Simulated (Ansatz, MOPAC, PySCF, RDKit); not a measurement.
Noncovalent pair: SiH4 (SMILES [SiH4]) (first 5 atoms) with H2S (SMILES S); geometry from B3LYP-D3(BJ)/def2-TZVP, rigid monomers moved along the line of their centres of mass till Si1···S6 is 3.39 Å.
(charge 0, multiplicity 1):
| atom | x (Å) | y (Å) | z (Å) |
|---|---|---|---|
| Si | 0.0302 | -0.0436 | -0.2875 |
| H | -0.7053 | 1.1278 | 0.2390 |
| H | -0.1105 | -0.0712 | -1.7635 |
| H | -0.5450 | -1.2861 | 0.2725 |
| H | 1.4622 | 0.0588 | 0.0632 |
| S | 0.1874 | 0.0477 | 3.0967 |
| H | -0.3325 | 1.2781 | 2.9623 |
| H | -1.0164 | -0.5372 | 2.9918 |

Monomers are frozen at their geometry in the pair; levels with a basis set take the counterpoise correction. Rows marked so take none.

Cores are frozen in the correlated methods. Rows in 3-21G, LANL2DZ carry no dispersion term and start afresh at each structure. LANL2DZ brings its own core potentials from Na on. The state that AM1 reach isn't checked.

The values were computed with Ansatz (an electronic-structure program) with Gaussian orbitals; MOPAC for AM1 (differences of heats of formation); PySCF for 3-21G rows, LANL2DZ rows, the dispersion terms; RDKit for the force fields. 

```csv
level,interaction energy (kcal/mol)
MMFF94,5.08
AM1,0.89
HF/3-21G (no counterpoise),0.79
PBE-D3(BJ)/def2-TZVPPD,-0.86
PBE-D4/def2-TZVPPD,-0.79
r2SCAN-D4/def2-TZVPPD,-0.28
B3LYP/LANL2DZ (no counterpoise),2.39
PBE0-D4/def2-TZVPPD,___
MP2/aug-cc-pV(T+d)Z,___
```

Q: Fill in the missing entries.

A: 
- PBE0-D4/def2-TZVPPD, interaction energy (kcal/mol): -0.68
- MP2/aug-cc-pV(T+d)Z, interaction energy (kcal/mol): -0.24
